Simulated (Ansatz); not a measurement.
C2H7NOSi (`C[SiH2]C(N)=O`), relaxed with RKS PBE-D4/def2-SVP in Ansatz 0.2.0 from a rough embedded geometry. The force threshold is 0.03 eV/Å; the program also tests the step.

Total charge 0; spin multiplicity 1.

Start:

```xyz
12

C     1.052   -0.713   -1.464
Si    0.279   -0.698    0.146
C    -0.919    0.764    0.333
N    -1.180    1.287    1.578
O    -1.555    1.128   -0.653
H     1.810   -1.549   -1.609
H     1.625    0.202   -1.683
H     0.328   -0.849   -2.326
H     1.345   -0.648    1.220
H    -0.394   -2.023    0.391
H    -1.758    2.087    1.651
H    -0.633    1.013    2.417
```

By how much does the energy fall, and how many steps does the optimiser take? (Estimate.)

Computed: 6.06 kcal/mol, in 11 steps, 1 of them rejected.

Which bonds change most? (An estimate is asked.)

The calculation gave: C1–Si2 from 1.786 to 1.881 Å; Si2–C3 from 1.899 to 1.942 Å; N4–H11 from 0.990 to 1.025 Å; C1–H6 from 1.137 to 1.108 Å.

Give the relaxed structure. (Estimate.)

Computed: 
```xyz
12

C     1.101   -0.652   -1.475
Si    0.313   -0.806    0.226
C    -0.989    0.630    0.340
N    -1.080    1.364    1.490
O    -1.707    0.827   -0.642
H     1.674   -1.556   -1.759
H     1.777    0.225   -1.519
H     0.284   -0.493   -2.208
H     1.328   -0.747    1.345
H    -0.455   -2.094    0.364
H    -1.781    2.109    1.552
H    -0.466    1.194    2.287
```
